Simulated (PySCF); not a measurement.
trans-[RuO2Cl4]2-: computed shieldings and shifts

trans-[RuO2Cl4]2-, [Cl4O2Ru]2-, point group D4h.

Bonds: Ru1-O2 1.693 Å, Ru1-O3 1.693 Å, Ru1-Cl4 2.436 Å, Ru1-Cl5 2.437 Å, Ru1-Cl6 2.437 Å, Ru1-Cl7 2.436 Å.

Total charge -2.

GIAO calculations in PySCF 2.14.0 with density-fitted response routines on the PBE0-D3(BJ)/def2-SVP structure: isolated species, scalar relativity only through the core potential, equivalent atoms averaged; basis pcSseg-1 (def2-TZVP on Ru).

Problem. Give the isotropic shieldings (ppm) with PBE0, wB97X-D.

Solution. 
```csv
atoms,environment,PBE0,wB97X-D
Cl4/Cl5/Cl6/Cl7,chlorine bonded to Ru,937,985
O2/O3,oxygen bonded to Ru,-394.8,-385.4
HOMO–LUMO gap (eV),–,4.18,7.67
```

Problem. And the chemical shifts, against references computed in the same way?

Solution. 
```csv
atoms,"nucleus, reference",PBE0,wB97X-D
Cl4/Cl5/Cl6/Cl7,"35Cl, HCl",6,-46
O2/O3,"17O, H2O",729.4,718.6
```

Problem. Which part of the shielding of Cl4/Cl5/Cl6/Cl7 depends on the functional?

Solution. Diamagnetic: PBE0 1147, wB97X-D 1148 ppm; paramagnetic: PBE0 -210, wB97X-D -162 ppm. The diamagnetic part, set mainly by inner electrons, hardly moves; the paramagnetic part goes with low-lying magnetically allowed excitations and carries the spread.

The ion is multiply charged and has no counter-ions or solvent here.

Ru is described by an effective core potential, so it has no shielding of its own here; spin–orbit effects on the atoms bonded to it, which can be large, are absent, and the values of these neighbours are rough. Unscaled 17O shifts of doubly bonded oxygen tend to come out too high, by tens of ppm or more. Experimental scales use liquid or dissolved standards, which lie at an offset from isolated H2O (liquid H2O: subtract about 36 ppm).
